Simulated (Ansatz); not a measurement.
Two members of one family (Series [GeX3]-), computed with Ansatz in the gas phase. The two geometries come from different levels. A dash marks a value that wasn't run or was left out as unsound. The structures are stationary points that may keep the symmetry of their start. Remarks come from the PBE and PBE0 runs and from stability tests at other levels; not every state was tested. A HOMO above zero means that the electron is unbound at that level and held by the basis, or that self-interaction error raises the level; the energy of removing that electron tells which.

First: [GeF3]- (singlet, charge -1, r2SCAN-D4/def2-TZVPD geometry).

```xyz
4

Ge   -0.6762    0.1626   -0.1662
F     0.6301    0.1096   -1.4270
F    -0.2355   -1.4316    0.5829
F     0.2816    1.1595    1.0103
```

```tsv
level	HOMO (eV)	vertical IE (eV)
PBE-D4/def2-TZVPD	-0.78	4.04
r2SCAN-D4/def2-TZVPD	-0.98	4.08
B3LYP-D4/def2-TZVPD	-1.79	–
PBE0-D4/def2-SVPD	-1.96	–
ωB97M-V/def2-TZVPD	-4.10	–
```

Second: [GeMe3]- (singlet, charge -1, B3LYP-D4/def2-SVPD geometry).

Cartesian coordinates in Å:
```
Ge -0.704 -0.671 0.616
C -0.052 -1.217 -1.269
H 0.497 -2.174 -1.239
H 0.624 -0.451 -1.698
H -0.903 -1.342 -1.960
C 1.175 -0.141 1.302
H 1.697 0.513 0.576
H 1.803 -1.033 1.466
H 1.109 0.402 2.260
C -1.234 1.251 0.065
H -1.422 1.880 0.953
H -2.156 1.250 -0.542
H -0.434 1.733 -0.530
```

Estimate how these quantities change from the first to the second (second minus first).


| level | Δ HOMO (eV) | Δ vertical IE (eV) |
| --- | --- | --- |
| PBE-D4/def2-TZVPD | 1.61 | -2.29 |
| r2SCAN-D4/def2-TZVPD | 1.72 | -2.41 |
| B3LYP-D4/def2-TZVPD | 1.91 | – |
| PBE0-D4/def2-SVPD | 2.05 | – |
| ωB97M-V/def2-TZVPD | 2.12 | – |

Remarks: HOMO above zero at PBE or PBE0.
